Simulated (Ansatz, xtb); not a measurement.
**ClH5O2SbSi+: where a starting geometry ends**

The starting geometry of this gas-phase singlet was built from a drawn formula by distance geometry and a force field; its bonds are those of `[OH][Sb+]([OH])([SiH3])[Cl]`.

```json
{"atom": "Cl", "x (Å)": "0.4438", "y (Å)": "-1.4545", "z (Å)": "-3.2414"}
{"atom": "O", "x (Å)": "-1.9885", "y (Å)": "-0.4641", "z (Å)": "-0.7686"}
{"atom": "O", "x (Å)": "0.0733", "y (Å)": "-2.6697", "z (Å)": "0.1294"}
{"atom": "Sb", "x (Å)": "0.0104", "y (Å)": "-0.9038", "z (Å)": "-0.9538"}
{"atom": "Si", "x (Å)": "1.3990", "y (Å)": "0.8469", "z (Å)": "0.1853"}
{"atom": "H", "x (Å)": "-2.1321", "y (Å)": "-0.2962", "z (Å)": "0.1875"}
{"atom": "H", "x (Å)": "1.0800", "y (Å)": "-2.9024", "z (Å)": "0.0839"}
{"atom": "H", "x (Å)": "2.7979", "y (Å)": "0.4393", "z (Å)": "0.1471"}
{"atom": "H", "x (Å)": "1.2072", "y (Å)": "2.1546", "z (Å)": "-0.5433"}
{"atom": "H", "x (Å)": "0.9482", "y (Å)": "1.0250", "z (Å)": "1.6105"}
```

Predict what becomes of its bonds when it is optimised with r2SCAN-D4/def2-SVP.

It keeps its bonds, and is `[OH][Sb+]([OH])([SiH3])[Cl]`.

The energy falls by 1.00 eV over 24 steps:

```tsv
step	E − E(last) (eV)
1	0.997
4	0.203
6	0.090
9	0.025
11	0.014
14	0.010
16	0.004
19	0.001
21	0.000
24	0.000
```

Final geometry (Å):

| atom | x (Å) | y (Å) | z (Å) |
| --- | --- | --- | --- |
| Cl | 0.2165 | -1.4411 | -2.9346 |
| O | -1.7241 | -0.3722 | -0.3532 |
| O | 0.5825 | -2.4348 | 0.2949 |
| Sb | 0.1228 | -0.8387 | -0.7003 |
| Si | 1.5970 | 1.1238 | 0.2519 |
| H | -2.4064 | -0.9469 | -0.7458 |
| H | 0.2199 | -3.2781 | -0.0328 |
| H | 2.9577 | 0.6079 | -0.0205 |
| H | 1.1316 | 2.2531 | -0.5848 |
| H | 1.1415 | 1.1021 | 1.6616 |

From the same start GFN2-xTB ends elsewhere, at `[OH][Sb]([Cl])[OH+][SiH3]`.

The end wasn't checked by frequencies. Atoms past krypton carry core potentials, without spin–orbit terms. Run with Ansatz 0.2.0, 42 s on 2 threads of Intel(R) Xeon(R) 6975P-C (Granite Rapids), with other jobs on the host.
